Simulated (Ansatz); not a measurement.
```yaml
crystal:
  periodic: [false, false, false]
  atoms:
    - {symbol: B, position_ang: [-1.965254, 0.694372, 0.564683]}
    - {symbol: O, position_ang: [-0.698374, 0.292745, 0.495386]}
    - {symbol: Al, position_ang: [0.906805, -0.220068, 0.427122]}
    - {symbol: N, position_ang: [1.570040, -0.660516, -1.140749]}
    - {symbol: H, position_ang: [-2.227901, 1.865724, 0.451985]}
    - {symbol: H, position_ang: [-2.840762, -0.116433, 0.737597]}
    - {symbol: H, position_ang: [1.757401, -0.290211, 1.745436]}
    - {symbol: H, position_ang: [1.071665, -0.635209, -2.015170]}
    - {symbol: H, position_ang: [2.515081, -0.976803, -1.283490]}
basis:
  gaussian: {orbitals: "6-31++G**", fitting: {mean_field: cc-pVTZ-jkfit}}
hamiltonian: {xc: {name: B2PLYP}}
```

```sh
$ ansatz run in.yaml --threads 2 --pin off --events-out ev --progress --plain --max-ram 4352MiB
```

Output, abridged:

```
Functional definition: B2PLYP
508 factors; integrals over basis functions are off by at most 1.8e-1 eV
mean field evaluation 1: about -10873.4365 eV, gradient 7.1e1 eV
mean field evaluation 2: about -10873.4362 eV, gradient 7.1e1 eV
mean field evaluation 4: about -10882.8223 eV, gradient 5.7e0 eV
mean field evaluation 8: about -10882.8852 eV, gradient 7.9e-2 eV
mean field evaluation 16: about -10882.8853 eV, gradient 2.8e-6 eV
mean field -10882.88525497 eV, -399.9386564354 hartree, gradient 2.8e-6 eV, S^2 0.000000; 0 other end points of the search recorded, 0 dependent functions left out
8 core orbitals not correlated: weight in the atoms' cores, before any rotation towards them, 1.000 or more for the frozen orbitals, at most 0.000 for the correlated occupied ones
reference -10882.88548180 eV, -399.9386647714 hartree; 11, 11 occupied and 91, 91 virtual orbitals, 508 factors
second order -16.84366748 eV of doubles, -0.00000000 eV of singles
Total energy: -10887.43327202 eV, -400.1057929794 hartree
```

Run time 2.3 s (2 threads of an Arm Neoverse V1 on a shared host); peak host memory 0.38 GiB.
